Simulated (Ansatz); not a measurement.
Cost and result for the atomization energy of C₂H₈BN₃, SMILES `CB1NC(N)N1` (14 atoms, 14 bonds).

| atom | x (Å) | y (Å) | z (Å) |
| --- | --- | --- | --- |
| C1 | 1.220 | 0.202 | 1.979 |
| B2 | 0.449 | 0.136 | 0.625 |
| N3 | 0.797 | -0.259 | -0.702 |
| C4 | -0.505 | 0.171 | -1.174 |
| N5 | -1.234 | -0.838 | -1.869 |
| N6 | -0.888 | 0.504 | 0.214 |
| H7 | 2.056 | -0.501 | 2.015 |
| H8 | 0.563 | -0.002 | 2.829 |
| H9 | 1.636 | 1.204 | 2.130 |
| H10 | 1.379 | -0.921 | -1.180 |
| H11 | -0.459 | 1.060 | -1.816 |
| H12 | -1.464 | -1.593 | -1.233 |
| H13 | -2.096 | -0.471 | -2.251 |
| H14 | -1.453 | 1.308 | 0.435 |

The species carries charge 0 and has multiplicity 1. The geometry is a stationary point of PBE0-D4/def2-TZVP. It is one conformer, not always the lowest. Program: Ansatz. All runs use 4 threads of an Arm Neoverse V1 on a shared host. Times are those of one run each, without the atoms' runs, and a repeat can differ threefold. Electronic energies, without spin–orbit coupling; frozen cores. CCSD(T)/CBS adds CCSD(T) − MP2 in def2-TZVPP to the MP2 limit, and its time is that of the two runs behind it. T1 = 0.012. B3LYP takes the VWN-RPA correlation (the form of Gaussian; ORCA's B3LYP/G).

CCSD(T)/CBS is a level of theory with its own doubt, some kJ/mol a heavy atom from the limit and from the frozen cores, so smaller differences don't rank the functionals.

| level | functions | wall time | atomization (kcal/mol) | difference from CCSD(T)/CBS | per bond |
| --- | --- | --- | --- | --- | --- |
| PBE-D4/def2-TZVPP (with forces) | 298 | 4.5 s | 1357.4 | 46.8 | 3.3 |
| PBE0-D4/def2-TZVPP | 298 | 4.9 s | 1327.8 | 17.2 | 1.2 |
| r2SCAN-D4/def2-TZVPP (with forces) | 298 | 8.1 s | 1314.4 | 3.8 | 0.3 |
| B3LYP-D4/def2-TZVPP (with forces) | 298 | 9.5 s | 1322.5 | 11.9 | 0.8 |
| B2PLYP/def2-TZVPP | 298 | 10 s | 1304.4 | -6.2 | -0.4 |
| ωB97X-V/def2-TZVPP | 298 | 12 s | 1322.0 | 11.4 | 0.8 |
| ωB97M-V/def2-TZVPP (with forces) | 298 | 18 s | 1324.3 | 13.7 | 1.0 |
| MP2/def2-QZVPP | 582 | 57 s | 1318.6 | 8.0 | 0.6 |
| CCSD(T)/def2-TZVPP | 298 | 20 min | 1272.2 | -38.4 | -2.7 |
| CCSD(T)/CBS(def2) | – | 21 min | 1310.6 | 0.0 | 0.0 |

In def2-TZVPP, CCSD(T) changes the Hartree–Fock value by +356.5 kcal/mol (the triples alone add +21.6 kcal/mol) and MP2 by +380.0 kcal/mol; breaking electron pairs costs correlation energy, which Hartree–Fock lacks. From PBE to PBE0 (25 % exact exchange), in def2-TZVPP and without D4, the atomization energy moves by −28.7 kcal/mol: exact exchange takes away binding that semilocal exchange gives to molecules. The D4 term adds +10.0 kcal/mol with B3LYP and +5.3 kcal/mol with PBE0; it sums over pairs of atoms, weighted by their polarisabilities, and B3LYP, whose exchange is more repulsive, gets the larger term.
